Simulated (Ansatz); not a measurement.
A relaxation, step by step

SiH₃BrCl (charge -1), closed shell, PBE0-D4/def2-TZVPD (Ansatz 0.2.0). Settings:

```yaml
hamiltonian: {xc: pbe0, dispersion: d4}
relax: {f_tol: 0.005, max_steps: 200}
```

Start:

```xyz
6
angstrom
Br -0.0451 0.0715 -2.5720
Si 0.0379 -0.1491 0.3599
Cl -0.4354 1.9373 0.4199
H 0.0995 -0.3451 1.8797
H 1.4384 -0.4695 -0.0579
H -1.0953 -1.0451 -0.0295
```

```csv
step,energy less the last (meV),largest force component (eV/Å)
1,29.2,0.674
2,3.0,0.202
3,0.7,0.033
4,0.4,0.027
5,0.2,0.012
6,0.0,0.005
```

Step 2, positions (Å) and forces (eV/Å):

```json
{"atom": "Br1", "x": "-0.042", "y": "0.060", "z": "-2.557", "Fx": "0.001", "Fy": "-0.003", "Fz": "0.019"}
{"atom": "Si2", "x": "0.036", "y": "-0.142", "z": "0.357", "Fx": "-0.037", "Fy": "0.165", "Fz": "0.023"}
{"atom": "Cl3", "x": "-0.429", "y": "1.909", "z": "0.425", "Fx": "0.046", "Fy": "-0.202", "Fz": "-0.031"}
{"atom": "H4", "x": "0.099", "y": "-0.345", "z": "1.862", "Fx": "0.006", "Fy": "-0.027", "Fz": "-0.045"}
{"atom": "H5", "x": "1.423", "y": "-0.456", "z": "-0.058", "Fx": "-0.082", "Fy": "0.017", "Fz": "0.018"}
{"atom": "H6", "x": "-1.088", "y": "-1.027", "z": "-0.030", "Fx": "0.067", "Fy": "0.051", "Fz": "0.016"}
```

Step 4, positions (Å) and forces (eV/Å):

| atom | x | y | z | Fx | Fy | Fz |
| --- | --- | --- | --- | --- | --- | --- |
| Br1 | -0.041 | 0.056 | -2.556 | 0.000 | 0.000 | -0.016 |
| Si2 | 0.035 | -0.137 | 0.361 | 0.002 | -0.008 | 0.027 |
| Cl3 | -0.427 | 1.899 | 0.420 | -0.005 | 0.020 | -0.004 |
| H4 | 0.101 | -0.354 | 1.862 | 0.002 | -0.008 | -0.005 |
| H5 | 1.417 | -0.447 | -0.058 | -0.001 | -0.002 | -0.001 |
| H6 | -1.085 | -1.016 | -0.030 | 0.002 | -0.001 | -0.001 |

Step 5, positions (Å) and forces (eV/Å):

```json
{"atom": "Br1", "x": "-0.041", "y": "0.055", "z": "-2.562", "Fx": "0.000", "Fy": "-0.001", "Fz": "-0.012"}
{"atom": "Si2", "x": "0.035", "y": "-0.137", "z": "0.365", "Fx": "0.001", "Fy": "-0.003", "Fz": "0.012"}
{"atom": "Cl3", "x": "-0.427", "y": "1.899", "z": "0.421", "Fx": "-0.002", "Fy": "0.011", "Fz": "-0.002"}
{"atom": "H4", "x": "0.102", "y": "-0.356", "z": "1.865", "Fx": "0.002", "Fy": "-0.007", "Fz": "0.002"}
{"atom": "H5", "x": "1.415", "y": "-0.446", "z": "-0.058", "Fx": "-0.001", "Fy": "0.000", "Fz": "0.000"}
{"atom": "H6", "x": "-1.084", "y": "-1.014", "z": "-0.030", "Fx": "0.001", "Fy": "0.001", "Fz": "0.000"}
```

Last step (6):

Br1  (-0.040, 0.051, -2.579)
Si2  (0.035, -0.136, 0.375)
Cl3  (-0.427, 1.898, 0.423)
H4  (0.103, -0.361, 1.872)
H5  (1.412, -0.442, -0.059)
H6  (-1.083, -1.009, -0.031)
(Å)

The run took about 19 s on 4 CPU threads of an Arm Neoverse V2 (shared host).
